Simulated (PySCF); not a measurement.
**Levels of I⁶⁺ from EOM-EA-GCCSD**

Reference: closed-shell I⁷⁺, [Kr] 4d10; one electron is added. Calculated with PySCF 2.14, two-component X2C-1e with screened spin-orbit coupling, x2c-TZVPPall-2c with one added diffuse shell each of s, p, d, f type (9s10p6d3f, 90 functions); frozen [Ar] 3d10; the 6 highest virtual spinors dropped; of the others 110 kept and the rest restored at second order. No Breit or QED terms. Binding energies in eV.

| level | Koopmans | second order | EOM-CCSD |
| --- | --- | --- | --- |
| 5s1/2 | 85.806 | 87.400 | 87.287 |
| 5p1/2 | 73.114 | 74.383 | 74.304 |
| 5p3/2 | 71.307 | 72.510 | 72.438 |
| 5d3/2 | 51.398 | 51.963 | 51.951 |
| 5d5/2 | 51.104 | 51.657 | 51.646 |
| 4f7/2 | 46.552 | 46.786 | 46.819 |

Electric-dipole lines between these computed levels:

| lower | upper | ΔE (eV) | vacuum wavelength (nm) |
| --- | --- | --- | --- |
| 5s1/2 | 5p1/2 | 12.983 | 95.50 |
| 5s1/2 | 5p3/2 | 14.849 | 83.49 |
| 5p1/2 | 5d3/2 | 22.353 | 55.47 |
| 5p3/2 | 5d3/2 | 20.486 | 60.52 |
| 5p3/2 | 5d5/2 | 20.791 | 59.63 |
| 5d5/2 | 4f7/2 | 4.827 | 256.9 |

For comparison, the ionisation energy of I⁶⁺ is 87.61 ± 0.06 eV (semi-empirical (NIST evaluation); NIST Atomic Spectra Database, ionization energies).

The highest levels are limited by the diffuse functions of the basis.
